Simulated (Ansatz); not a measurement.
Abridged output of a molecular run in Ansatz:

```
Functional definition: HF
1409 factors; integrals over basis functions are off by at most 7.3e-4 eV
mean field evaluation 1: about -9843.5530 eV, gradient 7.6e1 eV
mean field evaluation 2: about -9843.7103 eV, gradient 7.6e1 eV
mean field evaluation 4: about -9853.5181 eV, gradient 8.3e0 eV
mean field evaluation 8: about -9853.7097 eV, gradient 8.7e-1 eV
mean field evaluation 16: about -9853.7116 eV, gradient 2.0e-6 eV
mean field -9853.71162277 eV, -362.1172230511 hartree, gradient 2.0e-6 eV, S^2 0.000000; 0 other end points of the search recorded, 0 dependent functions left out
4 core orbitals not correlated: weight in the atoms' cores, before any rotation towards them, 1.000 or more for the frozen orbitals, at most 0.000 for the correlated occupied ones
reference -9853.71162277 eV, -362.1172230511 hartree; 20, 20 occupied and 198, 198 virtual orbitals, 1409 factors
second order -36.85248580 eV of doubles, -0.00000000 eV of singles
cycle   1  -34.92047906 eV  change     1.9e0 eV  update   2.0e-1
cycle   2  -35.98734707 eV  change    -1.1e0 eV  update   9.5e-2
cycle   3  -36.25629953 eV  change   -2.7e-1 eV  update   3.2e-2
cycle   4  -36.24868812 eV  change    7.6e-3 eV  update   1.1e-2
cycle   5  -36.23359151 eV  change    1.5e-2 eV  update   3.1e-3
cycle   6  -36.23493777 eV  change   -1.3e-3 eV  update   1.3e-3
cycle   7  -36.23539821 eV  change   -4.6e-4 eV  update   5.0e-4
cycle   8  -36.23500322 eV  change    3.9e-4 eV  update   1.9e-4
cycle   9  -36.23504256 eV  change   -3.9e-5 eV  update   7.9e-5
cycle  10  -36.23512760 eV  change   -8.5e-5 eV  update   3.3e-5
cycle  11  -36.23505389 eV  change    7.4e-5 eV  update   1.5e-5
cycle  12  -36.23505389 eV  change    6.1e-9 eV  update   6.7e-6
perturbative correction -1.61130731 eV, -0.0592144515 hartree
Total energy: -9891.55798396 eV, -363.5080511719 hartree
```

Its atoms:

Cartesian coordinates in Å:
```
N 0.879 1.200 0.217
Ta -0.380 -0.036 0.222
O -1.093 -0.209 -1.535
O 0.382 -1.701 0.745
F -1.752 0.453 1.429
H 1.565 1.934 0.254
H -0.879 0.271 -2.335
H 1.279 -1.912 1.002
```

(1) Which basis set was used?
A. def2-QZVPP
B. cc-pV(D+d)Z
C. def2-TZVPP
D. def2-SVP

(2) Write the keys of the input that set method, charge and spin (a neutral closed shell needs none for the last two).

## Answers

(1) C. It gives 222 functions.

(2) 
```yaml
correlation: {method: ccsd_t}
```
